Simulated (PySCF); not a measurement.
# Electronic structure of Ni+ (nickel, charge +1) at the UHF level

Configuration: [Ar] 3d8 4p1, one real determinant (an excited configuration). All numbers are calculated (PySCF 2.14, scalar relativity by spin-free X2C-1e, in x2c-QZVPPall (11s7p6d4f2g, 108 functions)).

```
Total energy                                                  : -1518.684344 hartree
One-electron energy                                           : -2098.1235 hartree
Hartree (Coulomb) energy                                      : 641.7404 hartree
Exchange energy                                               : -62.3012 hartree
⟨S²⟩                                                          : 3.7521
⟨L²⟩                                                          : 14.028
Sum of ⟨r⟩                                                    : 19.08 bohr
Sum of ⟨r²⟩                                                   : 28.63 bohr²
Traceless quadrupole moment −½Σ⟨3z² − r²⟩ along its main axis : -5.28 e·bohr²
Langevin diamagnetic susceptibility                           : -22.7 ×10⁻⁶ cm³/mol
```

| shell | electrons | mean orbital energy (hartree) | spread (hartree) | rms radius, mean of both spins (bohr) |
| --- | --- | --- | --- | --- |
| 1s α | 1 | -309.18575 | 0 | 0.0624 |
| 1s β | 1 | -309.18418 | 0 | 0.0624 |
| 2s α | 1 | -39.04268 | 0 | 0.265 |
| 2s β | 1 | -38.96993 | 0 | 0.265 |
| 2p α | 3 | -33.50584 | 0.00164 | 0.238 |
| 2p β | 3 | -33.43292 | 0.00237 | 0.238 |
| 3s α | 1 | -5.48729 | 0 | 0.796 |
| 3s β | 1 | -5.28791 | 0 | 0.796 |
| 3p α | 3 | -3.81627 | 0.00044 | 0.847 |
| 3p β | 3 | -3.57621 | 0.00943 | 0.847 |
| 3d α | 5 | -1.12211 | 0.06213 | 1.09 |
| 3d β | 3 | -1.02693 | 0.00726 | 1.09 |
| 4p α | 1 | -0.40233 | 0 | 3.62 |

⟨L²⟩ = 14.03 against 20 for a pure G term, so this real determinant mixes terms.

Densities and radii are taken from the X2C orbitals without a picture-change correction, which distorts them close to the nucleus.

Spin-orbit constants ζ (cm⁻¹) from the X2C one-electron operator on these orbitals: bare nucleus, nucleus screened by l(l+1)(2l+1)/3 electrons, and screened by the Breit-Pauli mean field of the electrons.

```csv
shell,bare,screened nucleus,mean field
2p,98510,91470,n/a
3p,12240,11360,n/a
3d,1165,749.2,n/a
4p,441.8,410.3,n/a
```

To first order the Landé constant is A = -153.1 cm⁻¹, so the lowest level has J = 11/2 and lies 0.114 eV below the centre of the term. This holds in LS coupling only.
